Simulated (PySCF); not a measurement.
Trend along the chalcogens: MSr molecules

r²SCAN with double-zeta basis sets in PySCF, for the lowest determinant that a PBE0 search found; no spin–orbit coupling. De refers to high-spin ground-configuration atoms. A positive dipole means M(−)Sr(+).

```
 M      basis  state (unpaired electrons)  Re (Å)  ωe (cm⁻¹)  De (eV)  μ (D)
 O  def2-SVPD      singlet (closed shell)   1.973        682     4.51   8.49
 S   def2-SVP      singlet (closed shell)   2.458        405     3.96  10.08
Te   def2-SVP      singlet (closed shell)   2.805        226     3.01  10.65
```

Problem. The row for M = Se is missing. Estimate Re, ωe and De as the mean of the rows for S and Te, and compare with the calculation.

Solution. The means are 2.631 Å, 316 cm⁻¹ and 3.48 eV. r²SCAN in def2-SVP gives SrSe as a singlet (closed shell) with Re = 2.587 Å, ωe = 282 cm⁻¹, De = 3.61 eV, so the estimate is off by +4.4 pm, +12 % and -0.12 eV.

The rows differ in basis set, which adds steps of its own.

Spin–orbit coupling is left out, which matters for elements this heavy, above all for dissociation energies.
